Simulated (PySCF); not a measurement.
Computed shifts of a molecule CH4ClNOSi2, PBE0/pcSseg-1 (PySCF), GIAO, gas phase, atoms alike by connectivity averaged where their shifts nearly agree, in ppm (number of nuclei): ²⁹Si: 10.8 (1), -25.7 (1). ¹⁵N: 268.2 (1). ¹³C: 175.7 (1). ¹H: 8.02 (1), 6.24 (1), 5.19 (1), 5.10 (1). References: ³⁵Cl against HCl (σ = 945.9 ppm); ²⁹Si against TMS (σ = 352.7 ppm); ¹⁵N against NH3 (σ = 267.4 ppm); ¹³C against TMS (σ = 186.3 ppm); ¹⁷O against H2O (σ = 334.2 ppm); ¹H against TMS (σ = 31.56 ppm), references at their B3LYP-D3(BJ)/def2-TZVP geometries, non-relativistic (without spin–orbit terms, shifts of atoms bonded to Cl or Br come out too high). Geometry optimised at PBE-D3(BJ)/def2-SVP. Other conformers were not sampled.

Which molecule gave these data?
(A) N#CO[Si@@H]([SiH3])Cl
(B) Cl[SiH2][Si@H]1N=CO1
(C) O=C=N[Si@@H]([SiH3])Cl
(D) Cl[Si@H]1N=CO[SiH2]1

D, Cl[Si@H]1N=CO[SiH2]1
